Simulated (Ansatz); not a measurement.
Reaction (cleavage of the Si–Si bond): `N[SiH2][SiH2]S` + `C=CS` → `C=CS[SiH2]N` + `[SiH3]S`

Program: Ansatz. Geometries: PBE0-D4/def2-TZVP. ΔE: electronic, gas phase. CCSD(T)/CBS adds triple-zeta CCSD(T) − MP2 to the extrapolated MP2 energy (def2 sets, frozen cores). This one scheme is used for every species. DFT in def2-TZVPP. B3LYP here is the variant with VWN-RPA as its local correlation; programs differ in this. Each species was taken in one conformer, which may not be the lowest.

**Question.** Is it downhill or uphill in electronic energy at CCSD(T)/CBS, and by how much? (An estimate is asked.)

**Answer.** Computed: Downhill: ΔE = -73.0 kJ/mol.

**Question.** What do these levels give: r2SCAN-D4, PBE0-D4, B3LYP-D4, ωB97M-V, B2PLYP, r2SCAN, PBE0, MP2/def2-TZVPP, SCS-MP2/def2-TZVPP, CCSD/def2-TZVPP, MP2/def2-QZVPP, HF/CBS(def2)? (An estimate is asked.)

**Answer.** Ansatz gave: r2SCAN-D4 -70.1, PBE0-D4 -64.6, B3LYP-D4 -68.8, ωB97M-V -75.0, B2PLYP -74.4, r2SCAN -70.0, PBE0 -64.9, MP2/def2-TZVPP -81.5, SCS-MP2/def2-TZVPP -79.8, CCSD/def2-TZVPP -71.6, MP2/def2-QZVPP -82.0, HF/CBS(def2) -78.8 kJ/mol.

Largest T1 diagnostic among the species: 0.012.
